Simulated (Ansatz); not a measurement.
A nudged elastic band was laid between two geometries of CH$_{8}$FNSi$_{2}$ (13 atoms, charge 0, multiplicity 1).

Level of theory: RKS PBE0-D4/def2-SVP in Ansatz 0.2.0.

```json
{
 "movable images": "9",
 "climbing image": "yes",
 "spring": "5.0 eV/Å²",
 "optimiser": "quadratic models (default)",
 "start path": "IDPP",
 "force threshold": "0.03 eV/Å",
 "iteration limit": "60",
 "end points": "relaxed"
}
```

Initial state:

```xyz
13
Properties=species:S:1:pos:R:3
N 0.288 1.319 -0.849
C -0.321 0.254 -0.164
F -1.756 0.315 -0.202
Si 0.122 0.326 1.694
Si 0.121 -1.408 -0.999
H 0.094 2.235 -0.452
H 0.094 1.337 -1.848
H -0.683 -0.678 2.447
H -0.201 1.703 2.179
H 1.576 0.053 1.894
H -0.205 -1.278 -2.454
H -0.684 -2.508 -0.397
H 1.575 -1.704 -0.835
```

Final state:

```xyz
13
Properties=species:S:1:pos:R:3
N -0.390 1.215 -0.956
C -0.410 0.158 -0.031
F -1.718 -0.078 0.515
Si 0.680 0.579 1.482
Si 0.064 -1.482 -0.893
H -0.632 2.121 -0.559
H -0.952 1.051 -1.788
H 0.500 -0.455 2.540
H 0.238 1.913 1.994
H 2.118 0.646 1.087
H 1.494 -1.452 -1.320
H -0.816 -1.627 -2.093
H -0.156 -2.626 0.037
```

**Question.** Which bonds break or form, and what moves?

**Answer.** No bond is made or broken. The dihedral Si4–C2–Si5–H13 goes from -57 to 64°. The two ends are copies of one structure, up to a mirror image or an exchange of like atoms.

**Question.** Give the energies along the band, and the barrier.

**Answer.** The forces met the threshold. The highest image is number 5 of 0 to 10, 0.110 eV above the ends, which have the same energy within 2 meV. A vibrational analysis at the climbing image gives one clearly imaginary mode, 156i cm⁻¹: a first-order saddle point.

```json
{"image": "0", "path coordinate (Å)": "0.00", "energy (eV)": "0.000", "dihedral Si4–C2–Si5–H13 (°)": "-57"}
{"image": "1", "path coordinate (Å)": "0.46", "energy (eV)": "0.010", "dihedral Si4–C2–Si5–H13 (°)": "-45"}
{"image": "2", "path coordinate (Å)": "0.93", "energy (eV)": "0.036", "dihedral Si4–C2–Si5–H13 (°)": "-33"}
{"image": "3", "path coordinate (Å)": "1.39", "energy (eV)": "0.070", "dihedral Si4–C2–Si5–H13 (°)": "-21"}
{"image": "4", "path coordinate (Å)": "1.85", "energy (eV)": "0.099", "dihedral Si4–C2–Si5–H13 (°)": "-9"}
{"image": "5", "path coordinate (Å)": "2.32", "energy (eV)": "0.110", "dihedral Si4–C2–Si5–H13 (°)": "3"}
{"image": "6", "path coordinate (Å)": "2.79", "energy (eV)": "0.098", "dihedral Si4–C2–Si5–H13 (°)": "15"}
{"image": "7", "path coordinate (Å)": "3.26", "energy (eV)": "0.070", "dihedral Si4–C2–Si5–H13 (°)": "27"}
{"image": "8", "path coordinate (Å)": "3.73", "energy (eV)": "0.036", "dihedral Si4–C2–Si5–H13 (°)": "39"}
{"image": "9", "path coordinate (Å)": "4.20", "energy (eV)": "0.010", "dihedral Si4–C2–Si5–H13 (°)": "52"}
{"image": "10", "path coordinate (Å)": "4.67", "energy (eV)": "0.000", "dihedral Si4–C2–Si5–H13 (°)": "64"}
```

**Question.** What is the geometry of the highest image?

**Answer.** 
```xyz
13
Properties=species:S:1:pos:R:3
N -0.251 1.285 -0.943
C -0.418 0.189 -0.078
F -1.779 0.013 0.342
Si 0.540 0.497 1.546
Si 0.098 -1.463 -0.927
H -0.527 2.174 -0.532
H -0.692 1.182 -1.854
H 0.210 -0.562 2.542
H 0.120 1.834 2.070
H 2.011 0.499 1.288
H 0.715 -1.177 -2.258
H -1.103 -2.328 -1.106
H 1.095 -2.179 -0.075
```

**Question.** What are the harmonic wavenumbers there?

**Answer.** 156i, 153, 175, 213, 254, 303, 366, 465, 531, 572, 608, 653, 681, 744, 848, 895, 901, 931, 934, 938, 945, 952, 1250, 1261, 1654, 2225, 2231, 2237, 2245, 2255, 2257, 3535, 3627 cm⁻¹.

The run took 3.3 min on 2 threads of Arm Neoverse V1, on a shared host, peak memory 0.29 GiB.
